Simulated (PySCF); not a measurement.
Level of theory: B3LYP-D3(BJ)/def2-TZVP // PBE0-D4/def2-TZVP (PySCF 2.14.0). Gas-phase values, no solvent. B3LYP has the VWN-RPA correlation part, as in Gaussian. Delta-SCF ions had no search for a lower state. 

Reference species (SMILES): `B` (neutral, multiplicity 1).

The vertical ionisation energy (Delta-SCF) is 13.12 eV and the HOMO is -9.73 eV. The LUMO comes out as -2.22 eV.

Changed species: `BrBBr` (1 of 3 Br replaced by H; the reference has 3 of 3 Br replaced by H).

Problem. What does the change do to the vertical ionisation energy (Delta-SCF), HOMO and LUMO?

Solution. the vertical ionisation energy (Delta-SCF) falls by 2.42 eV, to 10.70 eV; the HOMO increases by 1.47 eV, to -8.26 eV; the LUMO increases by 0.02 eV, to -2.20 eV.
